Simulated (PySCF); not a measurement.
Species: C₇H₆F₄.
SMILES with atom numbers: `[CH3:1][C@@H:2]([C:3]#[C:4][CH2:5][F:6])[C:7]([F:8])=[C:9]([F:10])[F:11]` (hydrogens: H12, H13, H14 on C1; H15 on C2; H16, H17 on C5)

The same species was optimised twice, with GFN2-xTB and with PBE0-D3(BJ)/def2-SVP (PySCF), and the same property calculations (PySCF, gas phase) were run on both structures.

| coordinate | GFN2-xTB | PBE0-D3(BJ)/def2-SVP | change |
| --- | --- | --- | --- |
| C9–F11 (Å) | 1.328 | 1.310 | -0.018 |
| C9–F10 (Å) | 1.325 | 1.307 | -0.018 |
| C3≡C4 (Å) | 1.198 | 1.211 | +0.013 |
| C7–F8 (Å) | 1.346 | 1.337 | -0.009 |
| C4–C5 (Å) | 1.449 | 1.457 | +0.008 |
| C2–C3 (Å) | 1.454 | 1.461 | +0.007 |
| C5–F6 (Å) | 1.377 | 1.371 | -0.006 |
| C7=C9 (Å) | 1.327 | 1.332 | +0.005 |
| C2–C7 (Å) | 1.506 | 1.503 | -0.003 |
| C1–C2 (Å) | 1.536 | 1.536 | 0.000 |
| C3–C2–C7 (°) | 110.2 | 112.4 | +2.2 |
| C3–C4–C5 (°) | 176.8 | 178.9 | +2.1 |
| C1–C2–C3 (°) | 110.6 | 112.5 | +1.9 |
| C7–C9–F10 (°) | 125.9 | 124.3 | -1.6 |
| F10–C9–F11 (°) | 110.7 | 112.2 | +1.5 |
| C2–C3–C4 (°) | 177.7 | 179.0 | +1.3 |
| C2–C7–C9 (°) | 125.7 | 126.9 | +1.2 |
| C2–C7–F8 (°) | 115.7 | 114.8 | -0.9 |
| C1–C2–C7–F8 (°) | 105 | 91 | -14 |

Rotational constants: A = 1691, B = 524.5, C = 467.8 MHz (GFN2-xTB) against A = 1706, B = 515.9, C = 449.6 MHz (PBE0-D3(BJ)/def2-SVP). Point groups within 0.08 Å: C1 and C1.

On the GFN2-xTB structure: HOMO (eV) -7.43 [PBE0/pcSseg-1]; LUMO (eV) 0.04 [PBE0/pcSseg-1]; dipole (D) 1.20 [PBE0/pcSseg-1]; GIAO shielding of C1 (ppm) 164.0 [PBE0/pcSseg-1]; GIAO shielding of C2 (ppm) 156.9 [PBE0/pcSseg-1]; GIAO shielding of C3 (ppm) 91.3 [PBE0/pcSseg-1]; GIAO shielding of C4 (ppm) 101.5 [PBE0/pcSseg-1]; GIAO shielding of C5 (ppm) 113.5 [PBE0/pcSseg-1]; GIAO shielding of F6 (ppm) 420.5 [PBE0/pcSseg-1]; GIAO shielding of C7 (ppm) 44.2 [PBE0/pcSseg-1]; GIAO shielding of F8 (ppm) 349.9 [PBE0/pcSseg-1].

Problem. What do these properties become on the PBE0-D3(BJ)/def2-SVP structure?

Solution. 
```json
{"property": "HOMO (eV)", "level": "PBE0/pcSseg-1", "on GFN2-xTB": "-7.43", "on PBE0-D3(BJ)/def2-SVP": "-7.31", "change": "+0.12"}
{"property": "LUMO (eV)", "level": "PBE0/pcSseg-1", "on GFN2-xTB": "0.04", "on PBE0-D3(BJ)/def2-SVP": "0.10", "change": "+0.06"}
{"property": "dipole (D)", "level": "PBE0/pcSseg-1", "on GFN2-xTB": "1.20", "on PBE0-D3(BJ)/def2-SVP": "1.28", "change": "+0.08"}
{"property": "energy, GFN2-xTB geometry as zero (kcal/mol)", "level": "PBE0/pcSseg-1", "on GFN2-xTB": "0.0", "on PBE0-D3(BJ)/def2-SVP": "-1.0", "change": "-1.0"}
{"property": "GIAO shielding of C1 (ppm)", "level": "PBE0/pcSseg-1", "on GFN2-xTB": "164.0", "on PBE0-D3(BJ)/def2-SVP": "162.2", "change": "-1.8"}
{"property": "GIAO shielding of C2 (ppm)", "level": "PBE0/pcSseg-1", "on GFN2-xTB": "156.9", "on PBE0-D3(BJ)/def2-SVP": "155.6", "change": "-1.3"}
{"property": "GIAO shielding of C3 (ppm)", "level": "PBE0/pcSseg-1", "on GFN2-xTB": "91.3", "on PBE0-D3(BJ)/def2-SVP": "91.8", "change": "+0.5"}
{"property": "GIAO shielding of C4 (ppm)", "level": "PBE0/pcSseg-1", "on GFN2-xTB": "101.5", "on PBE0-D3(BJ)/def2-SVP": "100.3", "change": "-1.2"}
{"property": "GIAO shielding of C5 (ppm)", "level": "PBE0/pcSseg-1", "on GFN2-xTB": "113.5", "on PBE0-D3(BJ)/def2-SVP": "113.3", "change": "-0.2"}
{"property": "GIAO shielding of F6 (ppm)", "level": "PBE0/pcSseg-1", "on GFN2-xTB": "420.5", "on PBE0-D3(BJ)/def2-SVP": "423.1", "change": "+2.6"}
{"property": "GIAO shielding of C7 (ppm)", "level": "PBE0/pcSseg-1", "on GFN2-xTB": "44.2", "on PBE0-D3(BJ)/def2-SVP": "47.2", "change": "+3.0"}
{"property": "GIAO shielding of F8 (ppm)", "level": "PBE0/pcSseg-1", "on GFN2-xTB": "349.9", "on PBE0-D3(BJ)/def2-SVP": "355.3", "change": "+5.4"}
```

The heavy atoms differ by 0.105 Å rms after alignment. Among bonds between heavy atoms C9–F10 and C9–F11 change most and about equally (-0.018 Å). Changes are differences of the printed values. Neither structure is proved a minimum here.

Conformer computed: `[CH3:1][C@@H:2]([C:3]#[C:4][CH2:5][F:6])[C:7]([F:8])=[C:9]([F:10])[F:11]`: C1–C2–C7–F8 91°.
